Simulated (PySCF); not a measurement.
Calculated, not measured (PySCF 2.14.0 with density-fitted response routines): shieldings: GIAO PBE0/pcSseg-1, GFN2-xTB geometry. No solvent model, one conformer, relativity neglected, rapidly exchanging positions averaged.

Scale: TMS for ¹H (σref 31.72) and ¹³C (σref 186.93) (reference shieldings calculated alike). Shifts are as computed. Against solution values, carbons near 30 ppm lie about +3 ppm off and those near 130 ppm about +5 ppm. Of 1211 compounds with measured shifts, 218 miss one by over three times the rms of a fit or turn the order of signals round; such compounds aren't used in these exercises.

(1) Order these molecules by the shift of their most deshielded carbon, lowest δ first.
A. CC(C)(C)c1ccccp1
B. F[C@]12C[C@@H]3[C@H](C1)[C@@H]32
C. C=Cc1cp(C)c(C)c1C

(2) Order these molecules by the shift of their most deshielded carbon-bound hydrogen, lowest δ first.
A. C=Cc1cp(C)c(C)c1C
B. CC(C)(C)c1ccccp1
C. F[C@]12C[C@@H]3[C@H](C1)[C@@H]32

(3) How many ¹³C and ¹H signals does each give (equivalence by symmetry and fast rotation, but not about amide C–N or C=N bonds)? `C=Cc1cp(C)c(C)c1C`, `F[C@]12C[C@@H]3[C@H](C1)[C@@H]32`, `CC(C)(C)c1ccccp1`, `C=Cc1c(C)[pH]c(C)c1C`

## Answers

(1) B (94.8 ppm, fully substituted sp3 carbon bonded to F), C (157.7 ppm, unsaturated ring carbon), A (197.0 ppm, substituted aromatic carbon).

(2) C (3.50 ppm, hydrogen on a three-membered-ring carbon), A (6.99 ppm, hydrogen on a unsaturated ring CH), B (9.14 ppm, hydrogen on an aromatic CH).

(3) C=Cc1cp(C)c(C)c1C: 9 C, 7 H; F[C@]12C[C@@H]3[C@H](C1)[C@@H]32: 4 C, 4 H; CC(C)(C)c1ccccp1: 7 C, 5 H; C=Cc1c(C)[pH]c(C)c1C: 9 C, 7 H.
